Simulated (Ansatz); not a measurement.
`[SiH3][Si]1(P)CC1`, charge 0, multiplicity 1.

(1) Give a relaxed structure at PBE0-D4/def2-TZVP (Ansatz 0.2.0). (Best estimate.)

Results:

(1) Computed: 
```xyz
14

Si    0.2820   -1.7131   -1.4958
Si   -0.2313   -0.1607    0.1485
P    -1.7118   -0.7747    1.7240
C     0.9871    1.2107    0.4631
C    -0.2396    1.6323   -0.3545
H     1.2069   -1.0654   -2.4653
H     0.9516   -2.9111   -0.9208
H    -0.9404   -2.1622   -2.2146
H    -1.5316    0.4283    2.4587
H    -0.7668   -1.4951    2.5039
H     1.0612    1.6131    1.4683
H     1.9392    1.2006   -0.0579
H    -0.0680    1.8945   -1.3932
H    -0.9386    2.3029    0.1355
```
This is one stationary point; other conformers may exist.
